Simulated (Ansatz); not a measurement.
Molecule: ReCl, net charge 0, quintet state. The spin state was set by rule; other spins were not relaxed. SMILES: [Cl][Re]
Coordinates optimised at B3LYP-D3(BJ)/def2-TZVP (Ansatz, a quantum-chemistry and plane-wave program):
```
Re
Cl 1 2.2104
```
Charge 0, spin multiplicity 5.

Quantity: atomisation energy (electronic, to ground-state atoms), in kJ/mol. Valence correlation only, unless marked. UHF or UKS for open shells. Spin-orbit coupling is left out. Frozen are the shells of the preceding noble gas and the d and f shells that filled before the atom's block. Past Kr the def2 sets carry scalar-relativistic core potentials. The coupled-cluster limit lacks core correlation, which all-electron functionals hold. CBS marks a two-point X^-3 extrapolation of the correlation energy; Hartree-Fock from the larger set.

The UHF reference is spin-contaminated (<S^2> 0.64 over the pure value in the largest basis). The T1 diagnostic of CCSD in the largest basis is 0.086, which is high, so the coupled-cluster rows are less sure than usual.

```tsv
level	program	atomisation energy (kJ/mol)
BLYP-D4/def2-TZVPD	Ansatz + dftd4	___
revPBE-D3(BJ)/def2-TZVPD	Ansatz + dftd3	315.4
revPBE-D4/def2-TZVPD	Ansatz + dftd4	317.2
PBE0-D4/def2-TZVPD	Ansatz + dftd4	305.1
PBE0/def2-TZVPD	Ansatz	301.3
HSE06-D3(BJ)/def2-TZVPD	Ansatz + dftd3	___
B2GP-PLYP-D3(BJ)/def2-TZVPD	Ansatz + dftd3	285.8
B2GP-PLYP-D4/def2-TZVPD	Ansatz + dftd4	278.5
B2PLYP-D4/def2-TZVPD	Ansatz + dftd4	286.8
B2PLYP/def2-TZVPD	Ansatz	283.8
CCSD/def2-TZVPPD	Ansatz	249.4
CCSD(T)/CBS(def2-TZVPPD,def2-QZVPPD)	Ansatz	283.6
```

Q: What belongs in the gaps?

A: 
- BLYP-D4/def2-TZVPD, atomisation energy (kJ/mol): 316.5
- HSE06-D3(BJ)/def2-TZVPD, atomisation energy (kJ/mol): 304.7
